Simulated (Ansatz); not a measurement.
Total energies of CH$_{4}$BF$_{3}$Si, SMILES `CB[Si](F)(F)F`.

```xyz
10

C     1.5301    0.3267   -0.2044
B     0.3572   -0.3362    0.5478
Si   -1.5617   -0.0908    0.0040
F    -1.7504    0.8914   -1.2263
F    -2.4260    0.5099    1.1889
F    -2.2358   -1.4617   -0.4175
H     1.2939    1.2297   -0.7688
H     2.4389    0.4619    0.3843
H     1.7808   -0.4416   -0.9619
H     0.5729   -1.0894    1.4537
```

The species carries charge 0 and has multiplicity 1. All single points use the PBE0-D4/def2-TZVP geometry. It is one conformer, not always the lowest. Basis def2-TZVPP, Ansatz 0.2.0.

RPA on PBE orbitals: Hartree–Fock energy of these orbitals -652.43658 Eh, correlation -1.77032 Eh (frozen core).

| functional | kind | energy without D4 (Eh) | D4 term (kJ/mol) |
| --- | --- | --- | --- |
| r2SCAN0 | meta-GGA hybrid, 25 % | -654.51367 | -5.5 |
| ωB97M-V | range-separated hybrid meta-GGA with VV10 | -654.62475 | – |

(1) Give the same for LDA (SPW92), PBE, revPBE, BLYP, r2SCAN, B97M-V, PBE0, B3LYP, r2SCANh, HSE06 (plane-wave form), BHLYP, CAM-B3LYP, LC-ωPBE, ωB97X-V, B2PLYP, PBE-QIDH. (Estimate.)

B3LYP takes the VWN-RPA correlation (the form of Gaussian; ORCA's B3LYP/G). HSE06 is the plane-wave form, built on full-range PBE exchange. The double hybrids freeze the cores in their second-order part.

Answers

(1) Ansatz gave: 
| functional | kind | energy without D4 (Eh) | D4 term (kJ/mol) |
| --- | --- | --- | --- |
| LDA (SPW92) | LDA | -651.01988 | – |
| PBE | GGA | -654.20903 | -18.8 |
| revPBE | GGA | -654.55210 | -57.3 |
| BLYP | GGA | -654.68665 | -41.4 |
| r2SCAN | meta-GGA | -654.55996 | -4.7 |
| B97M-V | meta-GGA with VV10 | -654.58183 | – |
| PBE0 | global hybrid, 25 % exact exchange | -654.25339 | -15.9 |
| B3LYP | global hybrid, 20 % | -654.77827 | -30.3 |
| r2SCANh | meta-GGA hybrid, 10 % | -654.54088 | -5.0 |
| HSE06 (plane-wave form) | screened hybrid | -654.23047 | -14.8 |
| BHLYP | global hybrid, 50 % | -654.61251 | -23.0 |
| CAM-B3LYP | range-separated hybrid | -654.65507 | -16.1 |
| LC-ωPBE | long-range corrected hybrid | -654.44954 | – |
| ωB97X-V | range-separated hybrid GGA with VV10 | -654.58595 | – |
| B2PLYP | double hybrid | -654.41371 | – |
| PBE-QIDH | double hybrid | -654.13075 | – |

LC-ωPBE has ω = 0.4 bohr⁻¹.
